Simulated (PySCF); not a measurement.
C4H11ClSi2.
Geometry (GFN2-xTB, Å), atoms numbered from 1 in this order:
```xyz
18
C4H11ClSi2 angstrom
Cl     2.228   -1.588   -1.382
C      2.630   -0.365   -0.148
Si     1.035    0.580    0.349
C     -0.183   -0.625    1.203
C     -1.609   -0.187    0.866
C     -1.807   -0.035   -0.644
Si    -0.444    1.111   -1.352
H      3.090   -0.898    0.680
H      3.376    0.289   -0.590
H      1.502    1.599    1.309
H     -0.058   -0.664    2.286
H     -0.027   -1.640    0.831
H     -1.814    0.770    1.355
H     -2.324   -0.914    1.263
H     -1.735   -1.020   -1.108
H     -2.812    0.333   -0.848
H     -0.145    0.757   -2.741
H     -0.913    2.504   -1.339
```

Computed at PBE0/pcSseg-1 (PySCF, non-relativistic), with Q(35Cl) = −0.0817 b: Cl1, 35Cl (I = 3/2): χzz = -76.25 MHz, η = 0.026.

Problem. Where would the pure quadrupole (NQR) lines of 35Cl at Cl1 fall for the rigid, isolated species?

Solution. From ν = (|χ|/2)√(1 + η²/3): ν = 38.13 MHz (alkyl chlorine). For 37Cl the ratio of quadrupole moments, 0.7881, gives 30.05 MHz.

Problem. Apply the simplest Townes–Dailey estimate (no s hybridisation, no π bonding), ionic character = 1 − χzz/χ0, where χ0 is the coupling for one missing p electron along the bond: −109.74 MHz for 35Cl.

Solution. Cl1 on C2: 1 − (-76.25)/(-109.74) = 0.31. In this model a purely covalent bond gives χ0 and a free halide ion gives zero; s hybridisation or π bonding, where present, is counted here as ionic character.

In a crystal, neighbours and librations shift these lines. GFN2-xTB bond lengths can be off by several hundredths of an ångström, more for odd bonds, and the gradients follow them. With so small a basis the couplings can be 20 % off.

The run behind these numbers computed NMR shieldings as well. Hardware: one thread, Intel Xeon at 2.50 GHz (x86_64), shared host with 64 logical CPUs at a one-minute load of 63. Cost: 1.9 min wall (with the writing of density and orbital grids), 0.88 GiB resident at most.

One conformer stands for the species.
